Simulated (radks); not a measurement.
Values are calculated unless marked as measured or tabulated.
Q: The mean radii <r> (bohr) of the occupied orbitals of an atom or ion are listed with their occupations. Code: a radial shooting solver on a logarithmic mesh with Libxc functionals. Model: scalar-relativistic Kohn-Sham, Wu-Cohen GGA, spin-polarised, spherical densities, finite nucleus; Fermi nuclear charge, rms radius of each element as measured or else 0.836 A^(1/3) + 0.57 fm.

| orbital | occ. | <r> |
|---|---|---|
| 1s | 2 | 0.04030 |
| 2s | 2 | 0.1779 |
| 2p | 6 | 0.1551 |
| 3s | 2 | 0.5109 |
| 3p | 6 | 0.5190 |
| 3d | 10 | 0.5255 |
| 4s | 2 | 1.452 |
| 4p | 6 | 1.712 |

Name the element and its charge. Open shells, if any, are filled with parallel spins first.

A: Z = 37, rubidium, charge +1: Rb+ in [Kr]. The 1s radius gives Z: for a bare nucleus <r> = (2 gamma + 1)/(2Z) with gamma = sqrt(1 - (Z/c)^2), 0.03954 bohr for Z = 37, and screening makes it slightly larger (0.04030 here). The occupations add up to 36, and the charge is Z minus that.
